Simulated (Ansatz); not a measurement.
## C16H21B: where a starting geometry ends

The starting geometry of this gas-phase singlet was optimised with GFN2-xTB; its bonds are those of `C=C1CC[C@@H]2/C=C\C=C/B(/C=C\2)[C@H](C(=C)C)C1`.

```yaml
atoms:
  - { symbol: C, position_ang: [-3.3078, -0.1376, -0.1840] }
  - { symbol: C, position_ang: [-2.2150, 0.6105, -0.1579] }
  - { symbol: C, position_ang: [-1.3630, 0.7917, -1.3877] }
  - { symbol: C, position_ang: [-0.1424, -0.1452, -1.3926] }
  - { symbol: C, position_ang: [1.1300, 0.5507, -1.8806] }
  - { symbol: C, position_ang: [2.3387, -0.3435, -1.8347] }
  - { symbol: C, position_ang: [2.8647, -1.0522, -0.8248] }
  - { symbol: C, position_ang: [2.5239, -1.2480, 0.5669] }
  - { symbol: C, position_ang: [1.6521, -0.6162, 1.3777] }
  - { symbol: C, position_ang: [1.2773, 1.7788, 0.2676] }
  - { symbol: C, position_ang: [1.4820, 1.7554, -1.0449] }
  - { symbol: C, position_ang: [-0.6408, 0.7717, 1.9198] }
  - { symbol: C, position_ang: [-1.0942, -0.4294, 2.7094] }
  - { symbol: C, position_ang: [-1.2540, -0.3595, 4.0237] }
  - { symbol: C, position_ang: [-1.3548, -1.7235, 1.9880] }
  - { symbol: C, position_ang: [-1.8073, 1.3663, 1.0772] }
  - { symbol: B, position_ang: [0.7262, 0.5950, 1.1095] }
  - { symbol: H, position_ang: [-3.9304, -0.2684, 0.6853] }
  - { symbol: H, position_ang: [-3.6223, -0.6571, -1.0741] }
  - { symbol: H, position_ang: [-1.9669, 0.6123, -2.2794] }
  - { symbol: H, position_ang: [-1.0156, 1.8261, -1.4224] }
  - { symbol: H, position_ang: [-0.3372, -1.0226, -2.0122] }
  - { symbol: H, position_ang: [0.0378, -0.5008, -0.3796] }
  - { symbol: H, position_ang: [0.9765, 0.8706, -2.9170] }
  - { symbol: H, position_ang: [2.8810, -0.3919, -2.7722] }
  - { symbol: H, position_ang: [3.7490, -1.6225, -1.0957] }
  - { symbol: H, position_ang: [3.1001, -2.0592, 1.0051] }
  - { symbol: H, position_ang: [1.6020, -1.0193, 2.3865] }
  - { symbol: H, position_ang: [1.5430, 2.6892, 0.7965] }
  - { symbol: H, position_ang: [1.9241, 2.5911, -1.5741] }
  - { symbol: H, position_ang: [-0.4204, 1.5535, 2.6616] }
  - { symbol: H, position_ang: [-1.5707, -1.2121, 4.6025] }
  - { symbol: H, position_ang: [-1.0742, 0.5459, 4.5792] }
  - { symbol: H, position_ang: [-2.3782, -2.0531, 2.1608] }
  - { symbol: H, position_ang: [-0.6904, -2.5027, 2.3609] }
  - { symbol: H, position_ang: [-1.2057, -1.6277, 0.9178] }
  - { symbol: H, position_ang: [-2.6766, 1.4560, 1.7335] }
  - { symbol: H, position_ang: [-1.5060, 2.3726, 0.7742] }
```

Q: Predict what it relaxes into with PBE-D3(BJ)/def2-SVP.

A: It keeps its bonds, and is `C=C1CC[C@@H]2/C=C\C=C/B(/C=C\2)[C@H](C(=C)C)C1`.

The energy falls by 0.42 eV over 23 steps:

```csv
step,E − E(last) (eV)
1,0.419
3,0.109
6,0.090
8,0.083
11,0.040
13,0.018
16,0.004
18,0.002
21,0.000
23,0.000
```

Final geometry (Å):

| atom | x (Å) | y (Å) | z (Å) |
| --- | --- | --- | --- |
| C | -3.5307 | 0.0614 | -0.2543 |
| C | -2.3139 | 0.6431 | -0.1817 |
| C | -1.4134 | 0.7177 | -1.3985 |
| C | -0.1515 | -0.1754 | -1.3371 |
| C | 1.1179 | 0.5185 | -1.8663 |
| C | 2.3586 | -0.3502 | -1.8526 |
| C | 2.9414 | -1.0281 | -0.8172 |
| C | 2.6361 | -1.1654 | 0.6005 |
| C | 1.7216 | -0.5396 | 1.4099 |
| C | 1.2299 | 1.8197 | 0.2603 |
| C | 1.4572 | 1.7708 | -1.0726 |
| C | -0.6663 | 0.7191 | 1.9149 |
| C | -1.0412 | -0.5102 | 2.7218 |
| C | -1.0822 | -0.4685 | 4.0720 |
| C | -1.3317 | -1.7857 | 1.9720 |
| C | -1.8478 | 1.3318 | 1.0895 |
| B | 0.7147 | 0.6141 | 1.1149 |
| H | -4.2037 | 0.0272 | 0.6176 |
| H | -3.8943 | -0.3947 | -1.1894 |
| H | -1.9979 | 0.4647 | -2.3060 |
| H | -1.0886 | 1.7742 | -1.5133 |
| H | -0.3158 | -1.1248 | -1.8848 |
| H | 0.0208 | -0.5233 | -0.2904 |
| H | 0.9247 | 0.8122 | -2.9196 |
| H | 2.8889 | -0.4264 | -2.8180 |
| H | 3.8374 | -1.6030 | -1.1106 |
| H | 3.2613 | -1.9401 | 1.0826 |
| H | 1.6904 | -0.9277 | 2.4477 |
| H | 1.4719 | 2.7632 | 0.7865 |
| H | 1.9058 | 2.6183 | -1.6197 |
| H | -0.4124 | 1.5167 | 2.6578 |
| H | -1.3309 | -1.3614 | 4.6681 |
| H | -0.8670 | 0.4603 | 4.6253 |
| H | -2.1602 | -1.6495 | 1.2484 |
| H | -1.5928 | -2.6129 | 2.6600 |
| H | -0.4474 | -2.0996 | 1.3761 |
| H | -2.7176 | 1.4365 | 1.7700 |
| H | -1.5365 | 2.3616 | 0.8060 |

No frequencies were run, so the end isn't proven a minimum. Run with Ansatz 0.2.0, 44 s on 8 threads of AMD EPYC 9R45 96-Core Processor (Zen 5), with other jobs on the host.
